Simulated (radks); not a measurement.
These are the eigenvalues of the occupied orbitals of an atom or ion with whole-number occupations (eV). All-electron calculation, scalar-relativistic Kohn-Sham, r2SCAN, spin-unpolarised, spherical densities, finite nucleus; meta-GGA in the generalised Kohn-Sham scheme; Fermi nuclear charge, rms radius of each element as measured or else 0.836 A^(1/3) + 0.57 fm. Program: a radial shooting solver on a logarithmic mesh with Libxc functionals.

1s: -4896.565
2s: -551.7994
2p: -456.6319
3s: -72.2534
3p: -47.4237
3d: -11.1375
4s: -10.2891

Which element is it, and in what charge state? The configuration may be excited.

Answer. Z = 22, titanium, charge +1: Ti+ in [Ar] 3d2 4s1. The list shows which subshells hold electrons but not how many an open one holds; the 1s level, -179.95 hartree, gives Z - s = 19.0 by -(Z - s)^2/2, which with screening and relativity narrows Z to a few neighbours, and the depths of the outer levels then fix element, charge and occupations together.
